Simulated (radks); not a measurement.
All-electron atom: Dy+ in [Xe] 4f10 6s1.

Method: Dirac Kohn-Sham, PBEsol, spin-unpolarised, spherical densities, finite nucleus; open shells are shared between the two j in proportion to 2j + 1; Fermi nuclear charge, rms radius 5.2218 fm; computed with a radial shooting solver on a logarithmic mesh with Libxc functionals.

Energy parts (Ry):
| part | energy |
|---|---|
| total | -24325.7834 |
| kinetic | 26676.5053 |
| electron-nucleus | -59956.5360 |
| Hartree | 9474.7015 |
| exchange-correlation | -520.4542 |

Orbitals (lengths in bohr, moments of r in powers of bohr; r(90%) holds 90 % of the orbital's charge):
| orbital | occ. | eigenvalue (Ry) | r(90%) | <r> | small-component weight |
|---|---|---|---|---|---|
| 1s1/2 | 2 | -3937.715 | 0.0383 | 0.02112 | 6.07e-02 |
| 2s1/2 | 2 | -655.8132 | 0.139 | 0.08925 | 1.35e-02 |
| 2p1/2 | 2 | -623.8684 | 0.123 | 0.07439 | 1.35e-02 |
| 2p3/2 | 4 | -565.0911 | 0.132 | 0.08145 | 1.25e-02 |
| 3s1/2 | 2 | -146.3234 | 0.344 | 0.2342 | 4.31e-03 |
| 3p1/2 | 2 | -132.3665 | 0.336 | 0.2238 | 4.25e-03 |
| 3p3/2 | 4 | -120.1621 | 0.355 | 0.2372 | 3.95e-03 |
| 3d3/2 | 4 | -96.12769 | 0.327 | 0.2097 | 3.84e-03 |
| 3d5/2 | 6 | -93.46155 | 0.333 | 0.2138 | 3.75e-03 |
| 4s1/2 | 2 | -29.29875 | 0.762 | 0.5300 | 1.38e-03 |
| 4p1/2 | 2 | -23.79258 | 0.787 | 0.5405 | 1.30e-03 |
| 4p3/2 | 4 | -21.06023 | 0.832 | 0.5712 | 1.19e-03 |
| 4d3/2 | 4 | -11.98557 | 0.908 | 0.6037 | 1.02e-03 |
| 4d5/2 | 6 | -11.49087 | 0.925 | 0.6147 | 9.86e-04 |
| 5s1/2 | 2 | -4.06936 | 1.88 | 1.302 | 2.81e-04 |
| 5p1/2 | 2 | -2.58780 | 2.17 | 1.470 | 2.19e-04 |
| 5p3/2 | 4 | -2.24142 | 2.33 | 1.576 | 1.91e-04 |
| 4f5/2 | 4.28571 | -0.74072 | 1.52 | 0.8641 | 5.71e-04 |
| 4f7/2 | 5.71429 | -0.67610 | 1.56 | 0.8843 | 5.56e-04 |
| 6s1/2 | 1 | -0.64927 | 5.39 | 3.707 | 3.50e-05 |

The highest occupied level is 6s1/2 at -8.834 eV. The electron density at the nucleus is 7.392e+05 e/bohr^3.
